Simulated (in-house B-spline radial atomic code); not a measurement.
# Response and correlation of Se XXIII (Se22+)

Closed shell [Ne] 3s2. Computed with an all-electron radial atomic-structure program (B-spline basis): Dirac-Hartree-Fock, relativistic RPA (time-dependent Dirac-Hartree-Fock) for the response and second-order many-body perturbation theory for correlation, no-pair Dirac-Coulomb Hamiltonian, finite nucleus.

| multipole (bohr³, bohr⁵, bohr⁷) | uncoupled | coupled RPA |
| --- | --- | --- |
| dipole | 0.086013 | 0.10203 |
| quadrupole | 0.0079018 | 0.0094207 |
| octupole | 0.0013816 | ? |

Q: What is the coupled octupole polarisability?

A: 0.0014623 atomic units, +6 % against the uncoupled value.

Q: Which subshells carry the dipole polarisability?

A: 3s1/2 99.9 %, 2p3/2 0.0 %, 2s1/2 0.0 %.

Q: What does the dipole shielding factor come to?

A: The dipole shielding factor is 0.353, against the exact N/Z = 12/34 = 0.353 of the non-relativistic theorem.

Dipole polarisability at imaginary frequency:

```tsv
u (Eh)	α(iu) (bohr³)
0	0.102
2.21	0.05918
5.52	0.02067
11	0.008189
16.5	0.005086
22.1	0.003724
33.1	0.00247
44.1	0.001837
55.2	0.001435
77.2	0.0009532
110	0.0005813
165	0.0003065
221	0.0001861
331	9.014e-05
552	3.479e-05
1100	9.3e-06
```

Q: What dispersion coefficients follow for two such ions (the dispersion part alone)?

A: C6 = (3/π)∫α(iu)²du = 0.02117 hartree·bohr⁶ and C8 = 0.0143 hartree·bohr⁸.

Lowest J = 1 odd-parity excitations:

| energy (eV) | oscillator strength | leading channel | weight |
| --- | --- | --- | --- |
| 42.576 | 0.0103 | 3s1/2 → p1/2 | 0.819 |
| 69.845 | 0.619 | 3s1/2 → p3/2 | 0.817 |
| 483.72 | 0.0955 | 3s1/2 → p1/2 | 0.96 |
| 488.55 | 0.429 | 3s1/2 → p3/2 | 0.96 |
| 672.04 | 0.0333 | 3s1/2 → p1/2 | 0.975 |
| 674.26 | 0.125 | 3s1/2 → p3/2 | 0.975 |
| 772.6 | 0.0171 | 3s1/2 → p1/2 | 0.98 |
| 773.92 | 0.0606 | 3s1/2 → p3/2 | 0.98 |

Second-order correlation energy by the highest angular momentum of the excited pair (hartree): s -0.01904, p -0.2093, d -0.2273, f -0.0571, g -0.02133, h -0.0081, i -0.003727, k -0.001934.

Q: What is the second-order correlation energy at the partial-wave limit?

A: The listed waves sum to -0.54784 hartree; extrapolating the increments as (l + 1/2)⁻⁴ gives -0.55179 hartree, -1.25 eV per electron.
